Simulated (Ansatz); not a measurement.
A made-up structure of AlSiH₂ClF (charge -1), closed shell:

```xyz
6
angstrom
F 0.3352 -2.5780 -0.4208
Al -0.3950 -0.8604 -0.1813
Si 0.8519 1.3448 0.3962
Cl -2.8019 -1.1680 -0.4914
H 2.1175 1.0060 0.3512
H -0.1078 2.2557 0.3461
```

It is relaxed with PBE-D4/def2-SVPD and then PBE0-D4/def2-TZVPD (Ansatz 0.2.0). Atoms count as bonded within 1.22 times the sum of their covalent radii (H–H: 0.88 Å). The end point is not checked to be a true minimum.

(1) Does its bonding change? (A judgement: the text doesn't fix the answer.)

## Answers

(1) Computed: No: no bond forms or breaks.

Where it ends: The first stage lowers the energy by 2.52 eV in 12 steps. It ends as AlSiH₂ClF ([F][Al]([SiH2])[Cl]), total charge -1:
```
atom    x (Å)    y (Å)    z (Å)
  F1   0.3104  -2.2856  -0.4579
 Al2  -0.3576  -0.7780  -0.1139
 Si3   0.6910   1.0835   0.9659
 Cl4  -2.4925  -1.0293  -0.5181
  H5   1.9189   0.9486   0.0580
  H6  -0.0701   2.0608   0.0659
```

Labels in which every atom is bracketed show which atoms are joined, not bond orders.

For scale, one of the runs: PBE0-D4/def2-TZVPD relaxation, 190 basis functions, launched by `ansatz run in.yaml --threads 2 --pin off --events-out ev --progress --plain --max-ram 4352MiB`. The run took about 53 s on 2 CPU threads of an Arm Neoverse V2 (shared host).
